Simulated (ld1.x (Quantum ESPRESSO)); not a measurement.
# Mg (Z = 12): excitation energies, all-electron against TM

```
Element                 : Mg
Generator               : ld1.x (Quantum ESPRESSO) 7.5
Type                    : norm-conserving Troullier–Martins (Kleinman–Bylander form)
Functional              : PW91
Relativity              : scalar-relativistic
Frozen core             : [He]
Valence charge          : 10
Reference configuration : 2s2 2p6 3s2 3p0
Partial waves           : 2p (bound): rc 0.90 bohr; 3d channel at 0.05 Ry: rc 0.75 bohr; 2s (bound): rc 0.60 bohr
Local potential         : the s channel
Core correction         : none
```

Occupied shells without a wave of their own: 3s. They enter only through the test configuration that unscreens the potential.

Energies are relative to the spin-unpolarised reference configuration 2s2 2p6 3s2 3p0; without spin polarisation the order of configurations can differ from experiment.

| valence configuration | charge | ΔE all-electron (eV) | error AE − PS (meV) |
| --- | --- | --- | --- |
| 2s2 2p6 3s1.5 3p0 | +0.5 | 3.161 | -5.7 |
| 2s2 2p5 3s2 3p0 | +1 | 58.693 | +62 |
| 2s2 2p6 3s0 3p1 | +1 | 12.345 | -43 |
| 2s1 2p6 3s2 3p0 | +1 | 91.537 | -41 |
| 2s2 2p6 3s1 3p1 | 0 | 3.493 | -18 |

Task: What are ΔE and the potential's error for 2s2 2p6 3s0 3p0?

Result: ΔE = 23.064 eV all-electron; the error (AE − PS) is -38 meV.

Task: What are ΔE and the potential's error for 2s2 2p6 3s1 3p0?

Result: ΔE = 7.993 eV all-electron; the error (AE − PS) is -14 meV.

Levels in the configuration 2s2 2p5 3s2 3p0:

```
level  all-electron (eV)  pseudo (eV)
   2s           -104.132     -104.143
   2p            -71.381      -71.216
   3s            -14.252      -14.277
```

ld1.x printed “convergence not achieved” for 3 of the counted tests; their residual had stalled under 1e-8, short of the target of 1e-14.
